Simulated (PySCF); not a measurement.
Gallium: a sound run and one with changed settings

Sound run: Ga [Ar] 3d10 4s2 4p1, Ga⁺ [Ar] 3d10 4s2. Calculation: PySCF 2.14, in aug-cc-pVDZ-PP with ECP10MDF (5s4p3d, 32 functions); a scalar-relativistic core potential. The sound run starts from symmetry-adapted Hartree-Fock orbitals and uses a fine grid where one is needed.

Changed run: basis STO-3G, all-electron and non-relativistic. This setting is unsound on purpose.

| species | method | sound run (hartree) | changed run (hartree) | converged |
| --- | --- | --- | --- | --- |
| Ga | UHF | -258.29123 | -1900.72850 | yes |
| Ga | BP86 | -259.57604 | -1902.06096 | yes |
| Ga | r2SCAN | -259.33157 | -1901.97124 | yes |
| Ga⁺ | UHF | -258.08833 | -1900.61973 | yes |
| Ga⁺ | BP86 | -259.35433 | -1901.92438 | yes |
| Ga⁺ | r2SCAN | -259.10859 | -1901.83388 | yes |

Ionisation energy of Ga:

```
method  sound run (eV)  changed run (eV)
   UHF           5.521             2.960
  BP86           6.033             3.716
r2SCAN           6.068             3.738
```

A minimal basis cannot let orbitals breathe on ionisation and holds almost no correlation. The Hamiltonian changed with the basis, so the totals do not compare.

For comparison, NIST gives 5.999 eV between the lowest levels.
